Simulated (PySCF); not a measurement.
Two species compared at the same levels of theory.

First species: C7H13Al.
Structure used (PBE0-D3(BJ)/def2-SVP), in Å, numbered top down from 1:
```
atom  x, y, z in Å
C1    -1.6181   -1.3318   -1.1044
C2    -1.3980   -0.3379   -0.2343
C3    -2.5252    0.5171    0.2680
C4    -0.0268    0.0145    0.2990
C5     1.0726   -1.0166   -0.0110
C6     2.4278   -0.5905    0.5822
Al7    2.3583    1.3454    0.2519
C8     0.4351    1.4275   -0.1506
H9    -2.6261   -1.5401   -1.4742
H10   -0.8162   -1.9702   -1.4802
H11   -2.5750    0.4924    1.3701
H12   -3.4950    0.1850   -0.1276
H13   -2.3826    1.5723   -0.0159
H14   -0.1250    0.0464    1.4042
H15    1.1688   -1.0990   -1.1095
H16    0.7562   -2.0130    0.3419
H17    2.4459   -0.7832    1.6726
H18    3.2709   -1.1610    0.1624
H19    3.4695    2.4857    0.2918
H20    0.2708    1.5343   -1.2409
H21   -0.1417    2.2371    0.3235
```

Second species: C₈H₁₀FN.
Atom-mapped SMILES: `[H]/[N:8]=[C:7]1/[CH2:6][CH2:5][CH2:4][C@@H:3]([C:2]#[CH:1])[C@@H:9]1[F:10]` (hydrogens: H11 on C1; H12 on C3; H13, H14 on C4; H15, H16 on C5; H17, H18 on C6; H19 on N8; H20 on C9)

Levels: PBE0/def2-SVPD for HOMO energy, LUMO energy, HOMO–LUMO gap and static isotropic polarisability; TDDFT PBE0/def2-SVPD for lowest singlet excitation; TDA PBE0/def2-SVPD for lowest triplet excitation (Tamm–Dancoff); ΔSCF PBE0/def2-SVPD for vertical ionisation energy. Geometries: PBE0-D3(BJ)/def2-SVP. All species are isolated and taken at one optimised geometry, non-relativistic unless stated. Electronic properties by PySCF.

```csv
property,column X,column Y
HOMO energy,-6.85 eV,-7.65 eV
LUMO energy,-1.04 eV,-0.43 eV
HOMO–LUMO gap,5.81 eV,7.22 eV
lowest singlet excitation,4.59 eV,5.38 eV
lowest triplet excitation (Tamm–Dancoff),4.25 eV,4.54 eV
static isotropic polarisability,110.2 au,98.1 au
vertical ionisation energy,8.55 eV,9.44 eV
```

(1) Which column belongs to which species?

(2) How does each property change from the first species to the second?

## Answers

(1) Column X is the first species and column Y the second. The first has 21 atoms and 68 electrons, the second 20 and 74.

(2) HOMO energy -0.80 eV; LUMO energy +0.61 eV; HOMO–LUMO gap +1.41 eV; lowest singlet excitation +0.79 eV; lowest triplet excitation (Tamm–Dancoff) +0.29 eV; static isotropic polarisability -12.1 au; vertical ionisation energy +0.89 eV.

On the first: The ΔSCF ionisation energy exceeds −ε(HOMO) by 1.70 eV with PBE0. The vertical singlet–triplet gap S1 − T1 is 0.34 eV (TDDFT singlet less Tamm–Dancoff triplet).

On the second: S1 lies 1.84 eV below the HOMO–LUMO gap; its leading configuration is HOMO→LUMO, weight 0.90. No computed singlet falls in the visible range (750 to 380 nm, 1.65 to 3.26 eV); S1 lies 2.12 eV above its blue end.

One conformer stands for the species.
